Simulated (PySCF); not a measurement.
A calculated (PBE, PySCF 2.14, aug-cc-pwCVDZ, the non-relativistic Hamiltonian (point nucleus)) atom or ion has these occupied shells.

```tsv
shell	electrons	orbital energy (eV)	rms radius, mean of both spins (bohr)
1s α	1	-3120.8	0.0999
1s β	1	-3120.6	0.0999
2s α	1	-308.49	0.453
2s β	1	-308.30	0.453
2p α	3	-243.57	0.420
2p β	3	-243.30	0.420
3s α	1	-37.078	1.48
3s β	1	-35.724	1.48
3p α	3	-22.655	1.70
3p β	2	-21.539	1.70
```

(1) Name the element and its charge.

Answers

(1) Ar+ (argon, charge +1), in [Ne] 3s2 3p5, 2P determinant.
